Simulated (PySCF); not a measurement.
Assignment exercise: C₈H₁₆

Cartesian coordinates in Å; atom numbers follow the order of the lines, from 1:
```xyz
24

C    -1.631    0.316    1.541
C    -1.105    0.214    0.313
C    -1.767    0.913   -0.842
C     0.157   -0.593    0.010
C    -0.196   -1.743   -0.946
C     0.767   -1.205    1.271
C     1.206    0.307   -0.685
C     1.621    1.547    0.088
H    -2.543    0.894    1.710
H    -1.187   -0.163    2.415
H    -2.039    0.212   -1.647
H    -1.102    1.668   -1.294
H    -2.683    1.426   -0.518
H    -0.582   -1.377   -1.909
H    -0.957   -2.403   -0.501
H     0.699   -2.348   -1.160
H     1.035   -0.444    2.018
H     1.681   -1.761    1.013
H     0.071   -1.913    1.748
H     2.093   -0.316   -0.895
H     0.818    0.605   -1.674
H     2.095    1.294    1.049
H     2.345    2.144   -0.486
H     0.756    2.192    0.313
```

[PySCF 2.14.0 with density-fitted response routines: geometry from PBE0-D3(BJ)/def2-SVP; NMR shieldings at PBE/pcSseg-1/GIAO; gas phase; no relativistic terms; one computed conformer; rapidly exchanging positions averaged]

Referencing at the same level of theory: TMS for ¹³C, ¹H.

Task: Assign these signals to the numbered atoms. ¹³C{¹H} NMR (computed): δ 160.0, 117.0, 42.5, 38.1, 29.8, 22.1, 10.8.

Result: 
160.0 → C2, fully substituted alkene carbon: an sp2 carbon of a C=C bond
117.0 → C1, terminal =CH2 carbon: as expected for a trigonal carbon in a double bond
42.5 → C4, allylic quaternary sp3 carbon: aliphatic region, no heteroatom directly attached
38.1 → C7, sp3 CH2: saturated and bonded to C and H only
29.8 → C5/C6, methyl carbon: a saturated carbon with 1 carbon neighbour and no heteroatom attached
22.1 → C3, allylic methyl carbon: saturated and bonded to C and H only
10.8 → C8, methyl carbon: a saturated carbon with 1 carbon neighbour and no heteroatom attached

Task: Assign these signals to the numbered atoms. ¹H NMR (300 MHz, computed): δ 5.13 (m, 1H), 4.96 (m, 1H), 1.79 (s, 3H), 1.33 (q, 2H), 1.06 (s, 6H), 0.76 (t, 3H).

Result: 
| δ (ppm) | atoms | environment | reason |
| --- | --- | --- | --- |
| 5.13 | H9 | hydrogen on a terminal =CH2 carbon | a vinylic proton, deshielded by the sp2 carbon and the C=C anisotropy |
| 4.96 | H10 | hydrogen on a terminal =CH2 carbon | – |
| 1.79 | H11/H12/H13 | hydrogen on an allylic methyl carbon | allylic position |
| 1.33 | H20/H21 | hydrogen on an sp3 CH2 | – |
| 1.06 | H14/H15/H16/H17/H18/H19 | hydrogen on a methyl carbon | – |
| 0.76 | H22/H23/H24 | hydrogen on a methyl carbon | far from electronegative atoms and π systems |

Shifts are as computed. Against solution values, carbons near 30 ppm lie about +2 ppm off and those near 130 ppm about +2 ppm. Of 1211 compounds with measured shifts, 218 miss one by over three times the rms of a fit or turn the order of signals round; such compounds aren't used in these exercises. No couplings were computed; multiplicities are counted from neighbouring protons, with m where these are inequivalent, close in shift, in a saturated or five-membered ring or joined by F or P, and br s for small geminal =CH2 splittings.
